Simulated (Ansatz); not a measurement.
`C#CCCCCCCCCCC=C`, relaxed as a singlet with RKS PBE-D4/def2-SVP in Ansatz, starting from the GFN2-xTB geometry. Force threshold 0.03 eV/Å.

Start:

```xyz
35

C    -0.531    1.721   -3.650
C    -1.448    1.669   -2.884
C    -2.559    1.583   -1.959
C    -3.159    0.172   -1.914
C    -2.159   -0.901   -1.487
C    -1.673   -0.731   -0.049
C    -0.814   -1.913    0.394
C    -0.369   -1.831    1.855
C     0.465   -0.598    2.207
C     1.757   -0.487    1.403
C     2.614    0.693    1.873
C     3.875    0.798    1.077
C     4.197    1.826    0.316
H     0.274    1.780   -4.321
H    -2.215    1.879   -0.965
H    -3.331    2.294   -2.272
H    -4.006    0.174   -1.223
H    -3.538   -0.076   -2.908
H    -1.302   -0.880   -2.165
H    -2.639   -1.878   -1.586
H    -2.534   -0.642    0.620
H    -1.088    0.186    0.025
H    -1.389   -2.834    0.265
H     0.060   -1.984   -0.255
H    -1.257   -1.841    2.494
H     0.214   -2.726    2.089
H     0.716   -0.649    3.270
H    -0.131    0.305    2.062
H     2.329   -1.412    1.506
H     1.529   -0.351    0.345
H     2.041    1.618    1.783
H     2.865    0.550    2.928
H     4.535   -0.057    1.145
H     5.114    1.857   -0.247
H     3.556    2.688    0.228
```

```tsv
step	energy (eV)	largest force component (eV/Å)	SCF passes
1	-13809.3179	2.046	22
2	-13809.5774	0.314	22
3	-13809.5951	0.164	21
4 (rejected)	-13809.5881	0.164	20
5	-13809.6014	0.069	20
6	-13809.6023	0.023	22
7	-13809.6031	0.034	22
8	-13809.6050	0.084	20
9	-13809.6058	0.079	21
10	-13809.6068	0.090	21
11	-13809.6088	0.093	21
12	-13809.6106	0.147	20
13	-13809.6118	0.242	21
14	-13809.6133	0.262	20
15	-13809.6181	0.191	21
16	-13809.6251	0.113	21
17	-13809.6330	0.072	21
18	-13809.6400	0.101	21
19	-13809.6445	0.071	21
20	-13809.6458	0.072	22
21	-13809.6470	0.045	21
22	-13809.6476	0.081	21
23	-13809.6477	0.067	22
24	-13809.6482	0.024	23
```

Force components are those of the run's own axes.

End:

```tsv
atom	x (Å)	y (Å)	z (Å)
C1	0.464	1.599	-2.105
C2	-0.752	1.627	-1.968
C3	-2.197	1.607	-1.750
C4	-2.872	0.247	-2.056
C5	-2.144	-0.971	-1.474
C6	-1.843	-0.891	0.025
C7	-1.004	-2.068	0.532
C8	-0.446	-1.894	1.954
C9	0.408	-0.633	2.170
C10	1.563	-0.461	1.178
C11	2.404	0.800	1.443
C12	3.543	0.969	0.479
C13	3.732	2.026	-0.332
H14	1.541	1.580	-2.208
H15	-2.390	1.890	-0.691
H16	-2.679	2.403	-2.360
H17	-3.914	0.297	-1.671
H18	-2.953	0.124	-3.157
H19	-1.179	-1.094	-2.014
H20	-2.736	-1.886	-1.696
H21	-2.789	-0.816	0.609
H22	-1.288	0.050	0.222
H23	-1.603	-3.004	0.486
H24	-0.159	-2.228	-0.174
H25	-1.286	-1.883	2.684
H26	0.160	-2.792	2.207
H27	0.815	-0.651	3.206
H28	-0.237	0.272	2.127
H29	2.219	-1.360	1.207
H30	1.169	-0.402	0.141
H31	1.749	1.698	1.411
H32	2.810	0.745	2.481
H33	4.268	0.133	0.441
H34	4.593	2.081	-1.018
H35	3.037	2.884	-0.328
```

By distances, no bond broke or formed. The bond that changes most is C1–H14, from 1.05 to 1.08 Å (atoms count from 1).

The force fell under the threshold at step 6, but the optimiser went on and released 0.046 eV more. No frequencies were taken in this run, so the end may be a saddle point.

Run time 2.1 min (4 threads of Arm Neoverse V2 on a shared host), peak host memory 0.58 GiB.
